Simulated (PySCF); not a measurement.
PySCF job for In(I)3 anion (I3In), SMILES [I][In]([I])[I] (connectivity only; charge and spin as stated), charge -1, multiplicity 2, C-PCM-PBE0/def2-SVPD. The structure is a stationary point at r2SCAN-D4/def2-SVPD. The multiplicity is an assumed one; no other spin state was optimised. The isomer is the one that the SMILES or the coordinates give; other isomers of the formula were not compared. The def2 effective core potentials stand for the cores of I, In; spin–orbit coupling is left out.

```python
import numpy as np
from pyscf import gto, scf, dft
from pyscf.solvent import pcm

mol = gto.M(
    atom='''
    In    0.00000000    0.00000000    0.72142330
    I     2.33301365   -1.34696606   -0.22232542
    I    -2.33301365   -1.34696606   -0.22232542
    I    -0.00000000    2.69393212   -0.22232542
    ''',
    basis='def2-SVPD',
    ecp={'I': 'def2-svp', 'In': 'def2-svp'},
    charge=-1,
    spin=1,
    max_memory=1600,
    verbose=3,
)
mf = dft.UKS(mol, xc='pbe0').density_fit(auxbasis='def2-universal-jkfit')
mf.grids.level = 3
mf.conv_tol = 1e-9
mf.max_cycle = 100
mf.kernel()
fine, coarse = mf.grids, dft.Grids(mol).set(level=1).build(with_non0tab=True)
for _ in range(3):  # follow internal instabilities
    mf.grids = coarse
    mo, _, stable, _ = mf.stability(return_status=True, nroots=4)
    mf.grids = fine
    if stable:
        break
    mf.kernel(mf.make_rdm1(mo, mf.mo_occ))
res = {}
for name, eps in {'water': 78.355, 'acetonitrile': 35.688, 'acetone': 20.493}.items():
    s = mf.PCM()
    s.with_solvent.method, s.with_solvent.eps, s.with_solvent.lebedev_order = 'C-PCM', eps, 17
    s.kernel(mf.make_rdm1())
    res[name] = (s.e_tot, eps, s.dip_moment(), s.mo_energy, s.converged)
    print(f'{name}: electrostatic solvation free energy {(s.e_tot - mf.e_tot) * 627.509474:.3f} kcal/mol')
```

Log of the run:

```

WARN: HOMO -1.7635001663982 >= LUMO -1.7635001663982

converged SCF energy = -1083.54175264081  <S^2> = 0.75430261  2S+1 = 2.004298
<class 'pyscf.df.df_jk.DFUKS'> wavefunction is stable in the internal stability analysis

WARN: PCM is an experimental feature. It is still in testing.
Features and APIs may be changed in the future.

converged SCF energy = -1083.60654272331  <S^2> = 0.75407783  2S+1 = 2.0040737

WARN: System has nonzero charge -1; the dipole moment is origin-dependent.
Location of origin: [0. 0. 0.]

Dipole moment(X, Y, Z, Debye): -0.00000, -0.00295,  2.52614
water: electrostatic solvation free energy -40.656 kcal/mol

WARN: PCM is an experimental feature. It is still in testing.
Features and APIs may be changed in the future.

converged SCF energy = -1083.60551447082  <S^2> = 0.7540828  2S+1 = 2.0040786

WARN: System has nonzero charge -1; the dipole moment is origin-dependent.
Location of origin: [0. 0. 0.]

Dipole moment(X, Y, Z, Debye): -0.00000, -0.00286,  2.49527
acetonitrile: electrostatic solvation free energy -40.011 kcal/mol

WARN: PCM is an experimental feature. It is still in testing.
Features and APIs may be changed in the future.

converged SCF energy = -1083.60411619151  <S^2> = 0.75408944  2S+1 = 2.0040853

WARN: System has nonzero charge -1; the dipole moment is origin-dependent.
Location of origin: [0. 0. 0.]

Dipole moment(X, Y, Z, Debye): -0.00000, -0.00274,  2.45437
acetone: electrostatic solvation free energy -39.134 kcal/mol
```

The run converged.
